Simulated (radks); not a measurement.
Values are calculated unless marked as measured or tabulated.
Q: These are the eigenvalues of the occupied orbitals of an atom or ion with whole-number occupations (hartree). Code: a radial shooting solver on a logarithmic mesh with Libxc functionals. Model: Dirac Kohn-Sham, RPBE, spin-unpolarised, spherical densities, point nucleus.

1s1/2: -1162.741
2s1/2: -179.2123
2p1/2: -167.9557
2p3/2: -157.8691
3s1/2: -36.57647
3p1/2: -31.95246
3p3/2: -30.07201
3d3/2: -21.92723
3d5/2: -21.53403
4s1/2: -7.16431
4p1/2: -5.57533
4p3/2: -5.21863
4d3/2: -2.68184
4d5/2: -2.62748
5s1/2: -1.55841
5p1/2: -1.18327

Which element is it, and in what charge state? The configuration may be excited. Open shells, if any, fill j = l - 1/2 first.

A: Z = 52, tellurium, charge +3: Te3+ in [Kr] 4d10 5s2 5p1. The list shows which subshells hold electrons but not how many an open one holds; the 1s level, -1162.7 hartree, gives Z - s = 48.2 by -(Z - s)^2/2, which with screening and relativity narrows Z to a few neighbours, and the depths of the outer levels then fix element, charge and occupations together.
